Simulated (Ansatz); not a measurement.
[ScF6]3- (ScF6³⁻). The state is a singlet with charge -3. Geometry r2SCAN-D4/def2-SVPD; atoms count from 1.

```xyz
7

Sc    0.000    0.000    0.000
F    -0.179   -1.500    1.434
F     0.179    1.500   -1.434
F     1.438    0.948    1.171
F    -1.438   -0.948   -1.171
F    -1.497    1.090    0.954
F     1.497   -1.090   -0.954
```

A multiply charged anion in the gas phase is held together partly by the finite basis. Removing one electron lowers the energy by 2.92 eV at PBE0-D4/def2-TZVPD, so it isn't bound. The highest occupied level of the charge -3 singlet lies above zero (up to 4.70 eV). By energy differences it is unbound by 2.92 eV (vertical, against the charge -2 doublet, at PBE0-D4/def2-TZVPD) and held by the finite basis.

Question: Estimate the Mulliken populations from the PBE0/def2-TZVPD orbitals of Ansatz.

Answer: 
```csv
atom,charge (e),d electrons
Sc1,2.38,0.62
F2,-0.90,–
F3,-0.90,–
F4,-0.90,–
F5,-0.90,–
F6,-0.90,–
F7,-0.90,–
```
Mulliken values depend strongly on the basis. With diffuse functions, as here, like atoms can get unlike values, and bond orders can come out too low or too high.
